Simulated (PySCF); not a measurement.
A GIAO shielding run with PySCF (density fitting, non-relativistic, gas phase) on SMILES CSC(F)(F)[SiH2][SiH2][SiH3], C2H10F2SSi3:

```
$ OMP_NUM_THREADS=1 python probes_run.py task.json out

{"job": {"kind": "nmr", "xc": "PBE0", "basis": "pcSseg-1"}, "charge": 0, "multiplicity": 1}
C      2.779499     1.320197    -0.013372
S      1.651549     0.036429     0.605988
C      1.040950    -0.625590    -0.972690
F      0.495789     0.400061    -1.706223
F      2.091475    -1.050204    -1.727916
Si    -0.284972    -2.020333    -0.694661
Si    -2.067623    -0.977770     0.360757
Si    -2.332790     1.298176    -0.048515
H      3.554521     0.850152    -0.612233
H      2.212339     2.036537    -0.600897
H      3.210637     1.799808     0.858675
H      0.503929    -3.054703    -0.020459
H     -0.477497    -2.488948    -2.072043
H     -3.262672    -1.749307    -0.025925
H     -1.936340    -1.244886     1.802952
H     -3.515350     1.840411     0.627802
H     -2.489033     1.575834    -1.476929
H     -1.183171     2.060455     0.439273
```

Hardware: 1 thread of an Arm Neoverse N1, shared host. The job also computes population analyses, field gradients.

Question: How large is the calculation?

Answer: 98 electrons, 214 basis functions and 1208 auxiliary functions.

Question: How long does it take, and how much memory does it need?

Answer: 76 s of wall time, with 13 SCF cycles and 5 response iterations; peak memory 0.95 GiB. Times on a shared host scatter by some tens of per cent.
